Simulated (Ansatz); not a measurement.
A structure relaxed at PBE0-D4/def2-TZVP, charge 0, multiplicity 1:

```xyz
9

C    -0.5536    1.3644    0.6475
O    -0.4508    0.5982   -0.5201
Al    0.2273   -0.8752   -0.9088
O     1.0162   -1.7937    0.2617
F     0.1077   -1.4084   -2.4576
H    -1.6075    1.5331    0.8895
H    -0.0815    2.3399    0.4943
H    -0.0763    0.8835    1.5087
H     1.4186   -2.6419    0.0847
```

Problem. Give its formula and SMILES.

Solution. CH4AlFO2, `C[O][Al]([OH])[F]`.

Problem. Point group (tolerance 0.08 Å, 0.16 Å for H)?

Solution. Cs.

Problem. Summarise the bond lengths by kind.

Solution. 1 × C–O 1.400 Å; 3 × C–H 1.094 to 1.096 Å; 2 × Al–O 1.668 to 1.684 Å; 1 × Al–F 1.642 Å; 1 × H–O 0.955 Å.

All numbers were calculated with Ansatz.
